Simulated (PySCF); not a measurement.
C3H3ClF2, SMILES F[C@@H]1[C@H](F)[C@H]1Cl. Geometry: PBE-D3(BJ)/def2-SVP. The structure was generated by enumeration; whether it is a known compound was not checked.

The numbers are results of PBE-D3(BJ)/def2-SVP (PySCF), not measurements.

Harmonic wavenumbers (cm⁻¹): 168, 206, 232, 308, 369, 637, 789, 822, 891, 977, 1001, 1045, 1101, 1142, 1159, 1221, 1313, 1436, 3078, 3084, 3107. Rotational constants (GHz): 4.735, 1.795, 1.403; symmetry number 1.

Work out the zero-point energy and the ideal-gas rigid-rotor harmonic-oscillator thermochemistry at 298.15 K and 1 atm.

ZPE = ½ Σ hcν = ½ × 24085 cm⁻¹ = 144.06 kJ/mol. H − E(el) = 161.81 kJ/mol. Entropy in J/(mol K): translation 167.65, rotation 115.86, vibration 43.17, total 326.68. G − E(el) = 64.41 kJ/mol. Cp = 90.77 J/(mol K).
